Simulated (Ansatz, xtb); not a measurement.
## Two isomers of C2H2NSi+

Structure I is `[NH+]#CC=[Si]`, a singlet and structure II is `C=C=[N+]=[Si]`, a singlet. Both are isolated ions in the gas phase, relaxed with PBE0-D3(BJ)/pcseg-1.

Quicker runs give these differences E(II) − E(I): GFN2-xTB −20.6 kcal/mol; HF/STO-3G −27.6 kcal/mol (at GFN2-xTB geometries); r2SCAN-D4/def2-SVP −15.9 kcal/mol (at GFN2-xTB geometries).

Problem. Estimate E(II) − E(I) at the level CCSD(T)/def2-TZVPP.

Solution. Calculated at CCSD(T)/def2-TZVPP: E(II) − E(I) = −13.5 kcal/mol, so structure II lies lower.

How the difference moves with the method:

```tsv
level	geometry	E(II) − E(I) (kcal/mol)	departure from the last row (kcal/mol)	job, with rough time for the two
GFN2-xTB	GFN2-xTB	−20.6	−7.1	optimisation, 1.2 s
HF/STO-3G	GFN2-xTB	−27.6	−14.1	single point, 1.1 s
r2SCAN-D4/def2-SVP	GFN2-xTB	−15.9	−2.4	single point, 5.3 s
PBE0-D3(BJ)/pcseg-1	PBE0-D3(BJ)/pcseg-1	−13.6	−0.1	optimisation, 2.6 min
HF/def2-TZVPP	PBE0-D3(BJ)/pcseg-1	−16.5	−3.0	part of the CCSD(T) run
MP2/def2-TZVPP	PBE0-D3(BJ)/pcseg-1	−11.3	+2.2	part of the CCSD(T) run
CCSD(T)/def2-TZVPP	PBE0-D3(BJ)/pcseg-1	−13.5		single point, 2 min
```

As drawn, II has 1 C=C, 1 C=N, 1 N=Si, 1 C–H in place of 1 C≡N, 1 C–C, 1 C=Si, 1 N–H.

The levels shown agree on the order. The largest departure from CCSD(T)/def2-TZVPP is that of HF/STO-3G, 14.1 kcal/mol.

With harmonic frequencies from PBE0-D3(BJ)/pcseg-1 (ideal gas, rigid rotor, one conformer each, 298.15 K, 1 atm): on the last row, ΔE + ΔZPE = −13.0, ΔH = −13.3, ΔG = −11.7 kcal/mol.

The correlated steps freeze 8 core orbitals. Run with Ansatz 0.2.0, xtb 6.7.1; the last row on 2 threads of AMD EPYC (Zen 3) on a shared host.
